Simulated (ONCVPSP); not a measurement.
nitrogen: one change to an ONCV potential, before and after

nitrogen, optimised norm-conserving Vanderbilt (ONCV), made with ONCVPSP 4.0.1 (PBE, non-relativistic). Core [He], reference 2s2 2p3. Waves: 2s: rc 1.10 bohr, ncon 4, nbas 8, qcut 6.5 1/bohr, 1 projector; 2p: rc 1.25 bohr, ncon 4, nbas 7, qcut 6.3 1/bohr, 2 projectors, debl 3.6 Ha; d scattering state at 0.15 Ha: rc 1.05 bohr, ncon 3, nbas 7, qcut 9.3 1/bohr, 2 projectors, debl 1.2 Ha. Local part: polynomial inside 0.70 bohr (lpopt 3, dvloc0 2 Ha). Core correction: Teter function fitted to the true core (icmod 2), fcfact 0.15.

Change: all radii but the core radius scaled by about 0.84 (s 0.92, p 1.04, d 0.88 bohr); local potential polynomial inside 0.58 bohr (lpopt 3, dvloc0 2 Ha).

Cutoffs: the cutoffs (Ha) at which the residual kinetic energy of the hardest occupied pseudo-wave falls to 1 and 0.1 mHa per electron; they do not see the model core or the augmentation charge, which bear on the density cutoff. Errors are all-electron minus pseudo energies relative to the spin-unpolarised reference configuration.

How do hardness, ghosts and transferability respond?

The potential gets harder (73 Ha and 124 Ha → 114 Ha and 185 Ha); of the 4 tests that both files solve, the error grows in 1 and shrinks in 3 by more than 15 % and 0.3 meV (median size 94.2 → 59.8 meV); neither file shows a bound ghost. A smaller radius makes the pseudo-wave follow the all-electron one further in, where it bends more sharply, so more plane waves are needed.

| quantity | base | changed |
| --- | --- | --- |
| cutoff, loose | 73 Ha | 114 Ha |
| cutoff, tight | 124 Ha | 185 Ha |
| loose cutoff by channel | s 23 Ha, p 73 Ha | s 52 Ha, p 114 Ha |
| bound ghosts | none | none |
| GHOST(+) flags under 300 eV | none | none |
| error for 2s2 2p2, meV [ΔE 13.60 eV] | +19 | +11 |
| error for 2s2 2p1, meV [ΔE 42.46 eV] | +170 | +104 |
| error for 2s2 2p0, meV [ΔE 89.54 eV] | +756 | +495 |
| error for 2s1 2p4, meV [ΔE 11.48 eV] | +13 | +16 |
| rms error of d²Exc/dni dnj with the model core, mHa | 1.85 | 1.67 |
